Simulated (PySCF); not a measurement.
Molecule: SMILES O=S1(=O)C=CCC1, C4H6O2S.

Bonds (- single, = double, # triple, : aromatic): O1=S2, S2=O3, S2-C4, C4=C5, C5-C6, C6-C7, C7-S2. C4 carries H8; C5 carries H9; C6 carries H10, H11; C7 carries H12, H13.

Frames of a GFN2-xTB Langevin trajectory at 600 K; GIAO PBE0/pcSseg-1 shieldings in PySCF 2.14, gas phase, non-relativistic; equivalent atoms averaged within each frame.

References, each an isolated molecule treated in the same way: H2O for $^{17}$O (σref 336.08); CS2 for $^{33}$S (σref 503.73); $^{13}$C (σref 186.93) and $^{1}$H (σref 31.72) against TMS. The references are static minima.

Q: How do the shifts (ppm) fluctuate along the trajectory?

A: 
| time (fs) | O1/O3 | S2 | C4 | C5 | C7 | C6 | H9 | H8 | H10/H11 | H12/H13 |
| --- | --- | --- | --- | --- | --- | --- | --- | --- | --- | --- |
| optimised geometry | 248.1 | 351 | 144.5 | 142.4 | 54.1 | 29.2 | 6.55 | 6.88 | 2.81 | 2.89 |
| 250 | 265.7 | 338 | 149.9 | 136.5 | 47.1 | 39.2 | 7.21 | 6.26 | 3.57 | 3.47 |
| 425 | 276.1 | 377 | 150.7 | 143.2 | 61.4 | 29.2 | 7.01 | 7.77 | 1.88 | 3.02 |
| 625 | 259.0 | 350 | 124.3 | 144.2 | 76.5 | 29.7 | 7.46 | 5.60 | 1.72 | 3.40 |
| 800 | 219.3 | 308 | 147.3 | 144.3 | 68.0 | 40.8 | 7.57 | 6.06 | 5.27 | 3.82 |
| 1000 | 231.2 | 339 | 149.4 | 154.1 | 48.9 | 38.3 | 8.23 | 6.66 | 2.38 | 3.09 |
| mean of frames | 250.2 | 343 | 144.3 | 144.5 | 60.4 | 35.4 | 7.50 | 6.47 | 2.96 | 3.36 |
| standard deviation | 24.0 | 25 | 11.3 | 6.3 | 12.5 | 5.5 | 0.47 | 0.82 | 1.48 | 0.32 |

5 frames give an uncertainty of the mean of about the standard deviation over 2.2 at best, since frames this close in time may not be independent; classical motion lacks zero-point vibration, and the reference would need the same averaging.
